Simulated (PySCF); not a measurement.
Molecule: C2H9O2Si (charge +1, singlet). It need not be the lowest isomer of its formula. 
Structure (B3LYP-D3(BJ)/def2-TZVP (Ansatz) minimum search):
```
Si
O 1 1.6123
H 2 0.9617 1 125.62
C 1 1.8294 2 110.98 3 -156.56
H 4 1.0908 1 111.79 2 -166.57
H 4 1.0919 5 109.18 1 -124.04
H 4 1.0929 5 108.04 6 -116.09
C 1 1.8371 2 117.63 3 -10.91
H 8 1.0918 1 111.47 2 169.80
H 8 1.0923 9 108.86 1 125.06
H 8 1.0932 9 107.33 10 115.72
O 1 1.8894 2 102.42 3 97.24
H 12 0.9706 1 121.70 2 -89.25
H 12 0.9717 13 109.79 1 -147.82
```
Charge +1, spin multiplicity 1.

Dispersion corrections to the total energy (kcal/mol) from the dftd3 and dftd4 libraries through PySCF: D3(BJ) without and D4 with the three-body term, each with the damping fitted for the functional named.

| functional | D3(BJ) | D4 |
|---|---|---|
| BHLYP | -8.82 | -6.70 |
| r2SCAN | -1.89 | -1.43 |
| LC-wPBE | ___ | -6.27 |
| PBE0 | -5.65 | -4.77 |
| HSE06 | -4.33 | ___ |
| HF | ___ | -19.73 |
| B2GP-PLYP | -4.25 | -2.39 |

Question: What belongs in the gaps?

Answer: 
- LC-wPBE, D3(BJ): -6.15
- HSE06, D4: -4.43
- HF, D3(BJ): -48.39
